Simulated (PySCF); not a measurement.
Te(I)(SMe) (CH3ISTe), SMILES CS[Te]I.

Coordinates come from a B3LYP-D3(BJ)/def2-SVP optimisation. The structure was generated by enumeration, and PubChem lists no compound with its InChIKey, so it may never have been made. The def2 effective core potentials stand for the cores of I, Te; spin–orbit coupling is left out. The values are those of a single conformer.

Method: PBE/def2-TZVP (PySCF).

Isolated molecule, no solvent.

Computed frontier levels, gap, dipole moment and polarisability:
| Item | Result |
|---|---|
| highest occupied level | -5.37 eV |
| lowest empty level | -3.57 eV |
| orbital gap | 1.80 eV |
| dipole moment | 2.19 D |
| quadrupole, principal values (traceless, Buckingham form, about the centre of nuclear charge) | -7.77, 0.60, 7.17 D·Å |
| mean static polarisability | 110.3 bohr³ (16.35 Å³) |
| polarisability, principal values | 76.6, 100.6, 153.9 bohr³ |
